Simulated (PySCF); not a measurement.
A species of formula C7H8S has this rotational fingerprint, computed with CAM-B3LYP/def2-SVPD in PySCF (dipole) on a GFN2-xTB geometry, gas phase:

```
Rotational constants : A = 4121, B = 1027, C = 919.0 MHz
Dipole components    : |μa| = 1.28 D, |μb| = 0.60 D, |μc| = 0.58 D
Inertial defect      : -64.74 u·Å²
κ                    : -0.93
```

Problem. Which candidate fits, each taken in the one conformer that was computed?
A. `[CH2:1]=[CH:2][CH2:3][C:4]#[C:5][C:6]([CH3:7])=[S:8]` with C1–C2–C3–C4 122°
B. `[cH:1]1[cH:2][c:3]([CH:4]2[CH2:5][CH2:6]2)[cH:7][s:8]1` with C2–C3–C4–C5 35°
C. `[SH:1][CH2:2][c:3]1[cH:4][cH:5][cH:6][cH:7][cH:8]1` with H–S1–C2–C3 -56°, S1–C2–C3–C4 -81°
D. `[CH3:1][C:2]#[C:3][CH:4]([SH:5])[C:6]#[C:7][CH3:8]` with C3–C4–S5–H -54°
E. `[cH:1]1[cH:2][s:3][c:4]([CH:5]2[CH2:6][CH2:7]2)[cH:8]1` with S3–C4–C5–C6 -37°
F. `[CH3:1][c:2]1[cH:3][cH:4][c:5]([SH:6])[cH:7][cH:8]1` with C4–C5–S6–H 0°

Solution. C. It is SCc1ccccc1, a near-prolate asymmetric top, point group C1. The candidates at the same level (rigid rotor, commonest isotopes):

```tsv
SMILES	A (MHz)	B (MHz)	C (MHz)	μa (D)	μb (D)	μc (D)	Δ (u·Å²)	point group	rotor
c1cc(C2CC2)cs1	5293	1050	940.8	1.06	0.13	0.00	-39.59	Cs	near-prolate asymmetric top
SCc1ccccc1	4121	1027	919.0	1.28	0.60	0.58	-64.74	C1	near-prolate asymmetric top
Cc1ccc(S)cc1	5493	986.6	840.7	1.37	0.75	0.04	-3.13	–	near-prolate asymmetric top
CC#CC(S)C#CC	1849	962.0	668.2	0.62	1.64	0.39	-42.34	–	asymmetric top
c1csc(C2CC2)c1	4182	1328	1094	0.50	0.61	0.00	-39.49	near Cs	asymmetric top
C=CCC#CC(C)=S	3626	683.5	604.7	2.14	2.55	0.07	-42.92	C1	near-prolate asymmetric top
```

`CC#CC(S)C#CC` has A 55 % too low; `c1cc(C2CC2)cs1` has A 28 % too high; `c1csc(C2CC2)c1` has B 29 % too high; `Cc1ccc(S)cc1` has A 33 % too high; `C=CCC#CC(C)=S` has C 34 % too low. No structure here is proved a minimum.
